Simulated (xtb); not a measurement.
xtb input (GFN-FF):

```bash
xtb mol.xyz --gfnff --opt tight --chrg 1 --uhf 0
```
mol.xyz:
```
3

O     -0.00000000    -0.00000000    -0.89733765
Si     0.00000000     0.00000000     0.64592666
H     -0.00000000    -0.00000000    -1.86427210
```

End of the output:

```
         :::::::::::::::::::::::::::::::::::::::::::::::::::::
         ::                     SUMMARY                     ::
         :::::::::::::::::::::::::::::::::::::::::::::::::::::
         :: total energy               1.144159523364 Eh    ::
         :: gradient norm              0.000228071650 Eh/a0 ::
         ::.................................................::
         :: bond energy               -0.261548478621 Eh    ::
         :: angle energy               0.008446569909 Eh    ::
         :: torsion energy             0.000000000000 Eh    ::
         :: repulsion energy           0.026326605490 Eh    ::
         :: electrostat energy         1.371386154129 Eh    ::
         :: dispersion energy         -0.000451327543 Eh    ::
         :: HB energy                  0.000000000000 Eh    ::
         :: XB energy                  0.000000000000 Eh    ::
         :: bonded atm energy          0.000000000000 Eh    ::
         :: external energy            0.000000000000 Eh    ::
         :: add. restraining           0.000000000000 Eh    ::
         :: total charge               1.000000000000 e     ::
         :::::::::::::::::::::::::::::::::::::::::::::::::::::

           -------------------------------------------------
          |                Property Printout                |
           -------------------------------------------------

molecular dipole:
                 x           y           z       tot (Debye)
 q only:       -0.000       0.000      -0.000       0.001
           -------------------------------------------------
          |                Geometry Summary                 |
           -------------------------------------------------

      molecular mass/u    :       45.0928444
   center of mass at/Å    :        0.0000000       0.0000000       0.0566923
  moments of inertia/u·Å² :        0.4026196E-34   0.2989345E+02   0.2989345E+02
rotational constants/cm⁻¹ :        0.4186988E+36   0.5639239E+00   0.5639239E+00

 * 2 selected distances

     #   Z          #   Z                                           value/Å
     1   8 O        2  14 Si                                      1.5979969 (max)
     1   8 O        3   1 H                                       0.9624192 (min)

 * 2 distinct bonds (by element types)

   Z      Z             #   av. dist./Å        max./Å        min./Å
   1 H    8 O           1     0.9624192     0.9624192     0.9624192
   8 O   14 Si          1     1.5979969     1.5979969     1.5979969

optimized geometry written to: xtbopt.xyz

           -------------------------------------------------
          | TOTAL ENERGY                1.144159523364 Eh   |
          | GRADIENT NORM               0.000228071650 Eh/α |
           -------------------------------------------------
########################################################################
[WARNING] Runtime exception occurred
-1- gfnff_setup: Could not read topology file.
########################################################################

------------------------------------------------------------------------
------------------------------------------------------------------------
 total:
 SCF:
Note: The following floating-point exceptions are signalling: IEEE_UNDERFLOW_FLAG IEEE_DENORMAL
normal termination of xtb
 ANC optimizer:
```

It need not be the lowest isomer of its formula.
